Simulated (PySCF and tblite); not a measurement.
The numbers below are computed, except where a source is named.
Stationary points of C$_{6}$H$_{8}$O$_{3}$ at GFN2-xTB, in Å:

Structure A

```
 1 C    -2.403    1.003    0.792
 2 C    -2.033    0.540   -0.387
 3 C    -1.397   -0.780   -0.578
 4 O    -2.271   -1.740   -0.935
 5 C    -0.084   -1.012   -0.420
 6 C     0.878    0.030   -0.084
 7 O     0.659    1.212    0.033
 8 O     2.110   -0.504    0.074
 9 C     3.141    0.414    0.394
10 H    -2.228    0.450    1.699
11 H    -2.879    1.962    0.895
12 H    -2.216    1.095   -1.296
13 H    -1.819   -2.587   -1.055
14 H     0.330   -2.001   -0.557
15 H     3.234    1.169   -0.389
16 H     2.922    0.918    1.339
17 H     4.055   -0.169    0.475
```

Structure B

```
 1 C    -3.221    0.845    0.252
 2 C    -1.909    0.642    0.182
 3 C    -1.324   -0.650   -0.138
 4 O    -2.213   -1.641   -0.362
 5 C     0.008   -0.881   -0.214
 6 C     1.070    0.089    0.004
 7 O     0.967    1.261    0.286
 8 O     2.272   -0.510   -0.158
 9 C     3.403    0.323    0.026
10 H    -3.923    0.048    0.072
11 H    -3.627    1.812    0.491
12 H    -1.196    1.432    0.360
13 H    -1.754   -2.466   -0.568
14 H     0.366   -1.873   -0.457
15 H     3.385    1.152   -0.685
16 H     3.414    0.733    1.039
17 H     4.275   -0.305   -0.141
```

Structure C

```
 1 C    -2.212    1.383    0.462
 2 C    -2.432    0.236   -0.170
 3 C    -1.466   -0.767   -0.592
 4 O    -2.112   -1.783   -1.215
 5 C    -0.117   -0.836   -0.466
 6 C     0.855    0.060    0.134
 7 O     0.694    1.126    0.682
 8 O     2.088   -0.487   -0.002
 9 C     3.158    0.270    0.536
10 H    -1.225    1.703    0.744
11 H    -3.035    2.031    0.712
12 H    -3.441   -0.054   -0.440
13 H    -1.491   -2.464   -1.506
14 H     0.365   -1.716   -0.879
15 H     3.217    1.245    0.047
16 H     3.015    0.424    1.607
17 H     4.061   -0.306    0.350
```

Geometries: GFN2-xTB; energies: PBE0/pcSseg-1 + D3(BJ), IEF-PCM cyclohexane; zero-point and thermal terms from GFN2-xTB harmonic modes (soft modes blended into free rotors).

Which structure is a saddle point, and along which motion?

A: one imaginary mode (92i cm⁻¹ at GFN2-xTB, mostly on C1, H10, H12), along the rotation about the C2–C3 bond (torsion C1–C2–C3–O4 from 0° to 180°, rising).

Give their symmetry and energies above the lowest.

A C1, 8.0 kcal/mol; B Cs, 0.0 kcal/mol; C Cs, 5.0 kcal/mol.
